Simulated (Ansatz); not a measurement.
Total energies of C$_{3}$H$_{8}$ClGaSi$_{2}$, SMILES `[SiH3][SiH2][C]1=C[CH2][Ga]1[Cl]`.

Cartesian coordinates in Å:
```
Si -0.151 0.943 -2.670
Si -1.378 -0.056 -0.945
C -0.301 -0.178 0.551
C 0.200 -1.274 1.161
C 1.098 -1.019 2.354
Ga 0.681 0.882 1.887
Cl 1.056 2.901 2.470
H -0.989 1.171 -3.878
H 0.999 0.075 -3.046
H 0.387 2.254 -2.211
H -1.864 -1.399 -1.379
H -2.564 0.793 -0.643
H -0.014 -2.296 0.836
H 0.716 -1.426 3.293
H 2.124 -1.372 2.221
```

The species carries charge 0 and has multiplicity 1. Correlated methods include outer-core shells of Ga, which these sets cover unevenly. Scalar relativity is left out up to krypton. Geometry: relaxed with PBE0-D4/def2-TZVP. It is one conformer, not always the lowest. Basis def2-TZVPP, Ansatz.

RPA on PBE orbitals: Hartree–Fock energy of these orbitals -3078.85535 Eh, correlation -1.92276 Eh (frozen core).

```tsv
functional	energy without D4 (Eh)	D4 term (kJ/mol)
LDA (SPW92)	-3075.30190	–
revPBE	-3082.87217	-114.1
BLYP	-3083.24563	-93.7
r2SCAN	-3083.08875	-11.6
PBE0	-3082.46036	-38.7
B3LYP	-3083.36395	-72.0
HSE06 (plane-wave form)	-3082.43194	-36.7
BHLYP	-3083.15087	-61.9
CAM-B3LYP	-3083.32173	-40.4
LC-ωPBE	-3082.60755	–
ωB97X-V	-3082.88539	–
ωB97M-V	-3083.02107	–
B2PLYP	-3082.40624	–
PBE-QIDH	-3081.85211	–
```

**Question.** Give the same for PBE, B97M-V, r2SCANh, r2SCAN0. (An estimate is asked.)

**Answer.** Computed: 
```tsv
functional	energy without D4 (Eh)	D4 term (kJ/mol)
PBE	-3082.30897	-44.5
B97M-V	-3082.62651	–
r2SCANh	-3083.06840	-12.6
r2SCAN0	-3083.04019	-14.0
```

B3LYP takes the VWN-RPA correlation (the form of Gaussian; ORCA's B3LYP/G). HSE06 is the plane-wave form, built on full-range PBE exchange. The double hybrids freeze the cores in their second-order part.

LC-ωPBE has ω = 0.4 bohr⁻¹.
